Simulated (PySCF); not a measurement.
# Working out the ionisation energy of O⁺

O⁺ [He] 2s2 2p3 (4S) → O²⁺ [He] 2s2 2p2 (3P). Calculation: PySCF 2.14, in x2c-QZVPPall (7s4p3d2f1g, 57 functions); scalar relativity by spin-free X2C-1e. Frozen: nothing. Energies in hartree (1 hartree = 27.21139 eV):

```tsv
part	O⁺ (lower)	O²⁺ (upper)
UHF	-74.429541	-73.159140
CCSD correlation	-0.143723	-0.124619
(T)	-0.002049	-0.001688
```

Task: What does Hartree-Fock give?

Result: (-73.159140) − (-74.429541) = 1.270401 hartree = 34.569 eV.

Task: What do CCSD and CCSD(T) give?

Result: The CCSD correlation energies differ by 0.019104 hartree = 0.520 eV and the triples by 0.000361 hartree = 0.010 eV, so CCSD gives 35.089 eV and CCSD(T) 35.099 eV.

A first-order spin-orbit estimate adds -0.028 eV to CCSD(T) (valence and next inner shell), giving 35.071 eV against 35.121 eV (measured; NIST Atomic Spectra Database, ionization energies).

What remains against the reference includes basis incompleteness and higher excitations.
